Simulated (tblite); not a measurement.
`C#CC1=CC=C[Si@@H]1C#N`. Structure optimised with GFN2-xTB, isolated species.

```
atom  x, y, z in Å
C1     3.1433    0.7184    0.3983
C2     2.0245    0.2859    0.2946
C3     0.7077   -0.1616    0.1895
C4     0.3402   -1.4347   -0.0782
C5    -1.0834   -1.6924   -0.1472
C6    -1.9015   -0.6488    0.0634
Si7   -0.8675    0.8862    0.4097
C8    -1.0056    2.1438   -0.9632
N9    -1.0985    2.9260   -1.7942
H10    4.1252    1.0772    0.4826
H11    1.0483   -2.2348   -0.2391
H12   -1.4304   -2.6930   -0.3633
H13   -2.9739   -0.7349    0.0311
H14   -1.0291    1.5624    1.6939
```

Question: What is the repulsion energy of the bare nuclei, Σ ZA·ZB/RAB?

Answer: 418.13 Eh over 91 pairs, with full nuclear charges and distances in bohr; the largest single term is 23.81 Eh (Si7 with C8).

Question: Which two atoms are farthest apart?

Answer: H10···H13, 7.34 Å; the next longest distance is 6.77 Å.

Question: Work out the bond lengths C1–H10, C2–C3, C3–Si7, C4–C5, C6–Si7, Si7–C8, Si7–H14, C8≡N9 in Å.

Answer: For C1–H10 the difference vector is (0.9819, 0.3588, 0.0843) Å, of length 1.0488 Å. C1–H10 1.049; C2–C3 1.395; C3–Si7 1.905; C4–C5 1.448; C6–Si7 1.883; Si7–C8 1.867; Si7–H14 1.460; C8≡N9 1.145 Å.

Question: How far are the heavy atoms from their best plane (unweighted least squares)?

Answer: 0.413 Å rms; C1 0.05, C2 0.04, C3 0.07, C4 0.49, C5 0.36, C6 0.31, Si7 0.89, C8 0.01, N9 0.51 Å (magnitudes).

Question: How far apart are these pairs, which share no bond: C4···Si7, C4···H13, C5···C8, C5···H13?

Answer: C4···Si7 2.661 Å (2 bonds apart); C4···H13 3.389 Å (3 bonds apart); C5···C8 3.923 Å (3 bonds apart); C5···H13 2.127 Å (2 bonds apart).

Question: Where is the centre of mass (commonest isotopes), and what is the radius of gyration?

Answer: Mass 131.019 u; centre at (-0.101, 0.406, -0.114) Å; Rg = √(Σ m r²/M) = 2.213 Å. As Ia + Ib + Ic = 2 Σ m r², the three principal moments sum to 1282.9 u·Å².

Question: Give the dihedral angles Si7–C3–C4–C5, C3–C4–C5–C6, H13–C6–Si7–C8, C5–C6–Si7–H14, C2–C3–Si7–C6.

Answer: Si7–C3–C4–C5 1° (synperiplanar); C3–C4–C5–C6 0° (synperiplanar); H13–C6–Si7–C8 -68° (synclinal); C5–C6–Si7–H14 -119° (anticlinal); C2–C3–Si7–C6 180° (antiperiplanar). Dihedral signs follow IUPAC: positive where, seen along the central bond, the front bond turns clockwise onto the rear one.

Question: What are the angles C4–C3–Si7, C3–C4–H11, C4–C5–H12, C5–C6–H13, C3–Si7–C8, C3–Si7–C6?

Answer: From the scalar product of the two bond vectors; for C4–C3–Si7 it is -0.8140 Å² over 1.3519 × 1.9046 Å², cos θ = -0.3161. C4–C3–Si7 108.4°; C3–C4–H11 123.3°; C4–C5–H12 119.3°; C5–C6–H13 122.7°; C3–Si7–C8 110.3°; C3–Si7–C6 89.1°.

Question: Write the matrix of distances between heavy atoms (Å, lower triangle).

Answer: 
```
C1    0.000
C2    1.204  0.000
C3    2.598  1.395  0.000
C4    3.567  2.436  1.352  0.000
C5    4.896  3.711  2.380  1.448  0.000
C6    5.237  4.042  2.657  2.380  1.343  0.000
Si7   4.014  2.956  1.905  2.661  2.647  1.883  0.000
C8    4.593  3.770  3.095  3.924  3.923  3.107  1.867  0.000
N9    5.261  4.592  4.090  4.902  4.903  4.108  3.012  1.145  0.000
```

Its GFN2-xTB frequencies are all real (lowest 60 cm⁻¹).

All values are computed, not measured.
